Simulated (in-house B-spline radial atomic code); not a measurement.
The outermost shell (largest non-relativistic mean radius) with and without relativity; Dirac values are averaged over j. Computed with a B-spline radial code for spherical atoms: non-relativistic Hartree-Fock and Dirac-Hartree-Fock, averages of the configuration (point nuclei without relativity, finite nuclei with it).

```csv
ion,configuration,outermost shell,radius non-relativistic (bohr),radius Dirac (bohr),radius change (%),level non-relativistic (eV),level Dirac (eV),spin-orbit splitting (eV)
Cs+,[Kr] 4d10 5s2 5p6,5p,2.1016,2.0779,-1.1251,-23.368,-23.48,1.8384
Er+,[Xe] 4f12 6s1,6s,4.1052,3.8489,-6.242,-10.360,-11.061,-
Hf+,[Xe] 4f14 5d1 6s2,6s,3.5096,3.263,-7.027,-12.526,-13.573,-
Au+,[Xe] 4f14 5d10,5d,1.5251,1.553,1.8276,-21.788,-20.849,1.7613
```
